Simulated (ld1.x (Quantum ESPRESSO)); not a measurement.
Configuration tests for Tc (PAW)

Tc, PAW, made with ld1.x (Quantum ESPRESSO) 7.5 (LDA (PZ), fully relativistic). Core [Ar] 3d10, reference 4s2 4p6 4d5 5s1.75 5p0 (charge +0.25). Waves: 4s (bound): rcut 1.35, rcutus 1.45 bohr; 5s (bound): rcut 1.35, rcutus 1.45 bohr; 4p (bound): rcut 1.55, rcutus 1.70 bohr; 5p (bound, empty): rcut 1.55, rcutus 1.70 bohr; 4d (bound): rcut 2.10, rcutus 2.55 bohr; 4d channel at 0.5 Ry: rcut 2.10, rcutus 2.55 bohr. Local part: all-electron potential smoothed inside 2.64 bohr (lloc = -1). Core correction: Bessel-smoothed model core inside 0.70 bohr. Augmentation charge: PSQ, inside the norm-conserving radii.

Open shells are filled in proportion to 2j + 1 (rel_dist='average').

Energies are relative to the spin-unpolarised reference configuration 4s2 4p6 4d5 5s1.75 5p0; without spin polarisation the order of configurations can differ from experiment.

Give the all-electron excitation energy and the error of the potential for: 4s2 4p6 4d5 5s2 5p0; 4s2 4p6 4d5 5s1 5p0; 4s2 4p6 4d5 5s0 5p0; 4s2 4p6 4d4 5s2 5p1; 4s2 4p6 4d6 5s0 5p0; 4s2 4p6 4d4 5s2 5p0; 4s1 4p6 4d5 5s2 5p0.

```
valence configuration  charge  ΔE all-electron (eV)  error AE − PS (meV)
  4s2 4p6 4d5 5s2 5p0       0                -1.508                 +0.1
  4s2 4p6 4d5 5s1 5p0      +1                 6.924                  0.0
  4s2 4p6 4d5 5s0 5p0      +2                22.127                 +0.2
  4s2 4p6 4d4 5s2 5p1       0                 5.089                 -2.9
  4s2 4p6 4d6 5s0 5p0      +1                 5.042                 -3.9
  4s2 4p6 4d4 5s2 5p0      +1                10.292                 -3.0
  4s1 4p6 4d5 5s2 5p0      +1                78.447                  -41
```

Levels in the configuration 4s2 4p6 4d4 5s2 5p1:

| level | all-electron (eV) | pseudo (eV) |
| --- | --- | --- |
| 4s j=1/2 | -78.197 | -78.217 |
| 4p j=1/2 | -52.124 | -52.141 |
| 4p j=3/2 | -49.079 | -49.094 |
| 4d j=3/2 | -10.799 | -10.805 |
| 4d j=5/2 | -10.479 | -10.484 |
| 5s j=1/2 | -7.021 | -7.021 |
| 5p j=1/2 | -2.779 | -2.779 |
| 5p j=3/2 | -2.577 | -2.577 |

The ghost test of this file was not conclusive.
